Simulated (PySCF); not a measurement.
## A barrier at the coupled-cluster level

Start structure (BHCl3F, closed shell), relaxed at PBE0-D4/def2-TZVP:

```
6
angstrom
B -0.0023 0.7356 -0.6404
Cl 1.6515 0.1659 -0.5460
Cl -1.0696 0.0683 -1.8306
Cl -0.5310 2.0028 0.4157
H 0.4182 -1.5710 1.2487
F -0.4873 -1.4188 1.3344
```

The step: BCl₃ ([Cl][B]([Cl])[Cl]) + HF → BCl₂F ([F][B]([Cl])[Cl]) + HCl; bonds formed: B1–F6, Cl2–H5; bonds broken: B1–Cl2, H5–F6. Program: PySCF 2.14 with density fitting (its default auxiliary sets; JK sets also for MP2 and CCSD(T)). Basis: def2-TZVPP and def2-QZVPP. Cores are frozen in the correlated methods. Extrapolation: Hartree–Fock as exp(−7.88 √X), correlation as X^−2.97. Energies below are by CCSD(T) at an estimated basis limit (MP2 extrapolated from triple and quadruple zeta, plus CCSD(T) − MP2 in triple zeta).

(1) What are the electronic barrier and the energy of the step, from the start structure to the end structure? (An estimate is asked for; the value comes from the calculation.)

T1 diagnostic: at most 0.011.

Results:

(1) The calculation gives: Barrier 84.8 kJ/mol; step energy -53.6 kJ/mol (downhill); reverse barrier, their difference, 138.4 kJ/mol. Barrier and step energy count from the start structure, the reverse barrier from the end structure.

The saddle point: One imaginary mode of 861i cm⁻¹.
```
  pair  start (Å)  saddle (Å)  end (Å)
 B1–F6       2.96        1.54     1.31
Cl2–H5       2.79        1.56     1.28
B1–Cl2       1.75        2.02     3.36
 H5–F6       0.92        1.15     2.87
```

Zero-point energy (harmonic, PBE0-D4): ZPE is 47.6 kJ/mol at the start and 41.8 kJ/mol at the saddle, so the barrier goes from 84.8 to 79.0 kJ/mol.

Labels in which every atom is bracketed show which atoms are joined, not bond orders.

For scale, one of the runs: CCSD(T)/def2-TZVPP, 202 basis functions, launched by `OMP_NUM_THREADS=4 python run.py`. Hardware: 4 CPU threads of an Arm Neoverse V2, shared host. Wall time 8.6 min; peak host memory 3 GiB.
